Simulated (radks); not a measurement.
Spherical jellium clusters: N electrons in a uniform positive sphere of charge N and radius rs N^(1/3), rs = 3.56 bohr. Method: non-relativistic Kohn-Sham, PBEsol, spin-polarised, spherical densities; computed with a radial shooting solver with Libxc functionals. Levels are named by radial order and angular momentum (1s, 1p, 1d, 2s, ...), and open shells are averaged over m.

N = 33, configuration 1s2 1p6 1d10 2s2 1f(up 7, down 6). This is the lowest configuration that the search found. Occupied levels:

level    occupation  eigenvalue (eV)  <r> (bohr)
1s up             1          -6.1646       6.381
1s down           1          -6.1451       6.306
1p up             3          -5.3041       7.935
1p down           3          -5.2647       7.889
1d up             5          -4.3160       8.898
1d down           5          -4.2651       8.875
2s up             1          -4.0736       7.311
2s down           1          -4.0443       7.352
1f up             7          -3.1867       9.637
1f down           6          -3.1302       9.629

Energy (eV): total -60.8712, kinetic 71.951, external -3077.4, Hartree 1522.2, exchange-correlation -134.73, background 1557.1.
